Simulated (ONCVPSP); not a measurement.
## Cutoff test, erbium, ONCV

```json
{"Element": "erbium (Er)", "Generator": "ONCVPSP 4.0.1", "Type": "optimised norm-conserving Vanderbilt (ONCV)", "Functional": "PBE", "Relativity": "scalar-relativistic", "Frozen core": "[Kr] 4d10", "Valence charge": "22", "Reference configuration": "4f12 5s2 5p6 6s2", "Partial waves": "5s+6s: rc 1.95 bohr, ncon 3, nbas 7, qcut 4.8 1/bohr, 2 projectors; 5p: rc 1.50 bohr, ncon 5, nbas 9, qcut 6.4 1/bohr, 2 projectors, debl 2.7 Ha; d scattering state at 0.45 Ha: rc 1.55 bohr, ncon 4, nbas 9, qcut 6.8 1/bohr, 2 projectors, debl 3.1 Ha; 4f: rc 1.15 bohr, ncon 5, nbas 9, qcut 15.9 1/bohr, local", "Local potential": "the f channel", "Core correction": "none"}
```

In the d channel the program set the typed energies aside and used 0.050, 3.150 Ha.

Task: For each optimised wave give the share of its norm inside rc, the residual kinetic energy above qcut (Ha) and the cutoffs (Ha) for errors of 10, 1, 0.1 and 0.01 mHa per electron.

Result:

```
         wave  norm inside rc  residual KE  10 mHa  1 mHa  0.1 mHa     0.01 mHa
           5s           0.936      9.9e-05     3.6    8.7     12.0         47.0
           6s           0.043      7.0e-05     2.7    7.9     11.2         29.2
           5p           0.557      1.6e-03    15.4   23.8     99.0        117.4
p projector 2           0.070      1.1e-03    13.7   20.7     47.7        132.2
d projector 1           0.201      1.7e-06     7.0    9.7     11.9         19.1
d projector 2           0.106      4.6e-04     9.4   12.5    130.9        164.2
           4f           0.812      9.8e-05    97.8  110.4    127.5  not reached
```

The occupied waves need 110 Ha and 128 Ha for 1 and 0.1 mHa. Note: ghosts flagged at negative energy: s at -484.6 eV, p at -166.3 eV; GHOST(+) flagged for d at 106.5 eV. A true bound ghost makes a file unfit for plane-wave use. Tests left out (the all-electron energies of this program are off by 10 to 40 meV for near-neutral 4f atoms).
